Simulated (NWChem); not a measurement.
System: C₂HF₃; SMILES FC=C(F)F

Here is an NWChem input.

```
start job
memory heap 200 mb stack 900 mb global 1100 mb
geometry units angstroms noautoz
  F      0.077472    -1.879090     0.000000
  C     -0.628297    -0.754922     0.000000
  C     -0.030783     0.432853     0.000000
  F      1.261861     0.620864     0.000000
  F     -0.696918     1.560862     0.000000
  H     -1.713533    -0.858186     0.000000
end
basis spherical
  * library def2-svpd
end
dft
  xc b3lyp
  iterations 150
  mulliken
end
task dft energy
```

The geometry was optimised at PBE0/def2-SVP. B3LYP is NWChem's, with the RPA form of VWN correlation.

What results follow from this input? (B3LYP/def2-SVPD.) Quantities: basis functions; energy (Ha); highest occupied level (eV); orbital gap (eV); dipole (D).


- number of basis functions = 117
- energy (Ha) = -376.03
- highest occupied level (eV) = -7.47
- orbital gap (eV) = 7.48
- dipole (D) = 1.26
